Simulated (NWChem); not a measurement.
ZnSH cation; SMILES [SH][Zn+]

Results from NWChem. B3LYP is NWChem's, with the RPA form of VWN correlation. Each level has its own optimisation; frequencies are unscaled.

```csv
level,r S–Zn (Å),r H–S (Å),highest harmonic frequency (cm⁻¹),lowest (cm⁻¹),zero-point energy (kcal/mol)
B3LYP/3-21G,2.178,1.379,2439,392,5.0
Hartree-Fock/STO-3G,2.084,1.340,3203,543,6.4
PBE0/def2-SVP,2.161,1.360,2669,395,5.3
```
